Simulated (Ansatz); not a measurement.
`C=NBC` + H–F → `C=NBF` + CH₄ at 400 K and 1 bar (ligand exchange at a B–C bond).

Computed with Ansatz on PBE0-D4/def2-TZVP structures; ΔE is electronic, products minus reactants. CBS: MP2 limit from def2 TZ/QZ plus the TZ coupled-cluster correction, frozen cores. This one scheme is used for every species. Each species was taken in one conformer, which may not be the lowest.

| species | CCSD(T)/CBS energy (Eh) | H − E (kJ/mol) | S (J/(mol·K)) |
| --- | --- | --- | --- |
| `C=NBC` | -159.21633 | 236.9 | 328.3 |
| H–F | -100.39570 | 36.5 | 182.2 |
| `C=NBF` | -219.19469 | 143.4 | 313.4 |
| CH₄ | -40.46206 | 131.3 | 197.2 |

H − E and S are ideal-gas, rigid-rotor, harmonic terms from PBE0-D4/def2-TZVP, for one conformer and one mirror image of each species. 1 Eh = 2625.50 kJ/mol, R = 8.31446 J/(mol·K).

Task: By hand: ΔE, ΔH, ΔS and ΔG.

Result: ΔE = (-219.19469) + (-40.46206) − (-159.21633) − (-100.39570) = -0.04472 Eh = -117.4 kJ/mol. Δ(H − E) = 143.4 + 131.3 − 236.9 − 36.5 = 1.3, so ΔH = -116.1 kJ/mol. ΔS = 313.4 + 197.2 − 328.3 − 182.2 = 0.1 J/(mol·K). ΔG = -116.1 − 400 × (0.1)/1000 = -116.1 kJ/mol.

Task: By hand: the equilibrium constant, and the temperature at which ΔG would vanish if ΔH and ΔS stayed fixed.

Result: log₁₀ K = −ΔG/(RT ln 10) = 15.2. ΔH and −TΔS have one sign here, so there is no such temperature.

The number of gas molecules stays the same, so ΔS is small and ΔH decides. A doubt of 5 kJ/mol in ΔE shifts log₁₀ K by 0.7 here. Other conformers and mirror images would add mixing entropy, several J/(mol·K) or more a flexible species. These are equilibria of isolated gas molecules and say nothing of rates. Largest T1 diagnostic: 0.014 (customary marks: 0.02 for closed shells, 0.045 for open ones).

ΔS is within the doubt of such terms, so its sign, and with it that verdict, could turn.
